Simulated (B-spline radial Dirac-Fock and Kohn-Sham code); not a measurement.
Electron momentum distribution of Pd⁴⁰⁺: Compton profiles

System: palladium as Pd⁴⁰⁺, [He] 2s2 2p2.

These are calculated numbers from a radial finite-basis atomic code; the model is the impulse approximation on relativistic Hartree-Fock (Dirac-Fock) wave functions, averaged over the configuration. pz is in atomic units of momentum; subshell profiles are per electron, for a selection of subshells; open shells are spread over both j values by their weights.

```tsv
pz	J total	J 1s1/2	J 2p1/2	J 2p3/2
0	0.2180	0.0178	0.0301	0.0311
0.5	0.2175	0.0178	0.0301	0.0311
0.6	0.2173	0.0178	0.0301	0.0311
0.8	0.2168	0.0178	0.0301	0.0311
1	0.2162	0.0178	0.0301	0.0311
1.2	0.2154	0.0178	0.0301	0.0311
1.4	0.2144	0.0178	0.0301	0.0311
1.6	0.2134	0.0177	0.0301	0.0311
1.8	0.2122	0.0177	0.0301	0.0311
2	0.2108	0.0177	0.0301	0.0311
2.5	0.2070	0.0177	0.0301	0.0311
3	0.2024	0.0176	0.0300	0.0310
4	0.1914	0.0174	0.0299	0.0308
5	0.1785	0.0172	0.0295	0.0304
7	0.1502	0.0167	0.0281	0.0288
10	0.1098	0.0156	0.0241	0.0245
15	0.06410	0.0133	0.0153	0.0150
20	0.04064	0.0108	0.00810	0.00766
30	0.01936	0.00644	0.00192	0.00167
40	0.009727	0.00357	0.000478	0.000386
60	0.002682	0.00108	4.73e-05	3.27e-05
100	0.0003342	0.000143	2.02e-06	1.01e-06
```

J(0) = 0.2180. The 2s1/2 subshell gives the largest part, 55 %.

Mean momentum ⟨p⟩ by subshell (a.u.): 1s1/2 41.7, 2s1/2 15.6, 2p1/2 20.7, 2p3/2 19.9.
